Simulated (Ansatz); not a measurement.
Reaction (cleavage of the As–Si bond): `[SiH3][AsH2]` + CH₃SH → `CS[AsH2]` + SiH₄

Computed with Ansatz on PBE0-D4/def2-TZVP structures; ΔE is electronic, products minus reactants. CBS: MP2 limit from def2 TZ/QZ plus the TZ coupled-cluster correction, frozen cores. This one scheme is used for every species. For As outer-core shells are correlated without core-valence functions, which leaves a few kJ/mol of doubt a bond. Scalar relativity is left out up to krypton.

```
       species  SCS-MP2/def2-QZVPP energy (Eh)
`[SiH3][AsH2]`                     -2526.77170
         CH₃SH                      -438.16463
    `CS[AsH2]`                     -2673.49462
          SiH₄                      -291.43864
```

Work out ΔE.

ΔE = (-2673.49462) + (-291.43864) − (-2526.77170) − (-438.16463) = 0.00307 Eh = +1.9 kcal/mol. CCSD(T)/CBS gives +3.1 kcal/mol.

Largest T1 diagnostic among the species: 0.011.

Leaving LDA and LC-ωPBE aside and taking each functional with its dispersion term where it has one, the values, not all of them listed here, spread over 2.6 kcal/mol, from BLYP-D4 to PBE-QIDH. From BLYP to BHLYP (50 % exact exchange), in def2-TZVPP and without D4, ΔE moves by +0.8 kcal/mol.
